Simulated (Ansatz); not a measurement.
doublet BeF: levels of theory in one basis

```xyz
2

Be    0.0000    0.0000    0.0000
F     0.0000    0.0000    1.3610
```

Basis set: def2-SVP (spherical functions). Left uncorrelated: 1 orbital. Correlation on ROHF uses semicanonical orbitals with singles. Charge 0, multiplicity 2.

Computed with Ansatz (development build ahead of 0.2.0); each method stands on the lowest determinant of its kind that the runs found.

```csv
method,E − E(ROHF) (eV),<S²> of the determinant
ROHF,0.00,0.75
UHF,-0.01,0.75
ROHF-MP2,-5.60,–
UHF-MP2,-5.61,0.75
```

**Question.** What does ROHF-CCSD(T) give on the same scale?

**Answer.** -5.74 eV.
